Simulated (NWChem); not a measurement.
C$_{4}$H$_{6}$Si; SMILES C#CC(=C)[SiH3]

```xyz
11

C      0.8307     2.3891     0.0000
C      0.1895     1.3607     0.0000
C     -0.4833     0.1020     0.0000
C     -1.8293     0.0163     0.0000
Si     0.5975    -1.4481     0.0000
H      1.3685     3.3095     0.0000
H     -2.4610     0.9020     0.0000
H     -2.3359    -0.9448     0.0000
H      1.4677    -1.4764    -1.2051
H      1.4677    -1.4764     1.2051
H     -0.2902    -2.6420     0.0000
```
Atoms are numbered in this order, from 1.

Level: B3LYP/6-31G* (spherical d) (NWChem), optimised geometry, unscaled harmonic frequencies. 

Task: List the harmonic frequencies with IR intensities, and the thermochemistry.

Result: 
```
frequency (cm⁻¹)  IR intensity (km/mol)
----------------  ---------------------
131                                 0.0
141                                 0.2
247                                 2.3
287                                 0.5
443                                 1.7
479                                16.0
599                                50.0
607                                26.0
623                                27.9
687                                19.0
708                                38.8
767                                 4.9
941                               291.8
943                                 0.0
945                                50.9
964                                61.1
968                                41.8
1218                                2.6
1459                                6.3
1654                                1.6
2208                                1.4
2248                               97.9
2259                              149.2
2260                              128.7
3160                                7.8
3245                                6.5
3496                               66.0
```

| Quantity | Result |
|---|---|
| zero-point energy | 48.1 kcal/mol |
| thermal correction to the enthalpy at 298.15 K (with zero-point energy) | 52.9 kcal/mol |
| heat capacity Cv | 23.8 cal/(mol K) |
| entropy at 298.15 K and 1 atm (symmetry number 1) | 79.0 cal/(mol K) |
| dipole moment | 0.54 D |

Rigid rotor and harmonic oscillator.
